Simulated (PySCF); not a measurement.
Trend along group 14: MF cations

r²SCAN with triple-zeta basis sets in PySCF, for the lowest determinant that a PBE0 search found; no spin–orbit coupling. De refers to high-spin ground-configuration atoms (the charge goes to the atom of lower measured ionisation energy or higher electron affinity, which is not always the lowest computed limit). A positive dipole points towards F; it is taken about the centre of mass and depends on that origin.

| M | basis | charged atom | state (unpaired electrons) | Re (Å) | ωe (cm⁻¹) | De (eV) | μ (D) |
| --- | --- | --- | --- | --- | --- | --- | --- |
| C | def2-TZVPPD | C+ | singlet (closed shell) | 1.159 | 1768 | 8.08 | -0.96 |
| Si | def2-TZVPPD | Si+ | singlet (closed shell) | 1.540 | 1025 | 6.86 | -3.32 |
| Ge | def2-TZVPPD | Ge+ | singlet (closed shell) | 1.678 | 806 | 5.89 | -2.57 |
| Sn | def2-TZVPPD | Sn+ | singlet (closed shell) | 1.879 | 684 | 5.27 | -3.14 |

**Question.** By what factor does the harmonic wavenumber vary along the series?

**Answer.** At r²SCAN it runs from 684 cm⁻¹ (SnF⁺) to 1768 cm⁻¹ (CF⁺), a factor of 2.58.

Down a group the atoms grow and get heavier, so bonds lengthen and wavenumbers fall; this series shows no clear exception.

Spin–orbit coupling is left out, which matters for elements this heavy, above all for dissociation energies. For an ion De counts to the pair picked by the measured ionisation energies or electron affinities, which need not be the lowest pair at this level.
